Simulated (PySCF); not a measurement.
**BBr, r²SCAN: how much the basis matters**

PySCF, UKS reference; singlet, unpaired electrons none; De to B + Br without counterpoise correction.

```json
{"basis": "cc-pVDZ/cc-pVDZ-PP", "relativity": "scalar-relativistic core potentials", "functions": "37", "Re (Å)": "1.914", "ωe (cm⁻¹)": "677", "De (eV)": "4.59", "μ (D)": "1.36"}
{"basis": "jorge-DZP-DKH", "relativity": "spin-free X2C", "functions": "58", "Re (Å)": "1.901", "ωe (cm⁻¹)": "668", "De (eV)": "4.57", "μ (D)": "1.41"}
{"basis": "def2-TZVPP", "relativity": "no relativity", "functions": "79", "Re (Å)": "1.901", "ωe (cm⁻¹)": "672", "De (eV)": "4.63", "μ (D)": "1.54"}
{"basis": "def2-TZVPPD", "relativity": "no relativity", "functions": "94", "Re (Å)": "1.901", "ωe (cm⁻¹)": "672", "De (eV)": "4.63", "μ (D)": "1.53"}
```

Task: How does each smaller set differ from the one with most functions, def2-TZVPPD?

Result: cc-pVDZ/cc-pVDZ-PP: +1.3 pm, +0.7 % in ωe, -0.04 eV in De; jorge-DZP-DKH: +0.0 pm, -0.6 % in ωe, -0.06 eV in De; def2-TZVPP: +0.0 pm, +0.0 % in ωe, +0.00 eV in De. All at r²SCAN; the set with most functions is neither the basis-set limit nor always the best. The rows treat relativity differently, so the differences are not basis effects alone.

A positive dipole means B(−)Br(+).
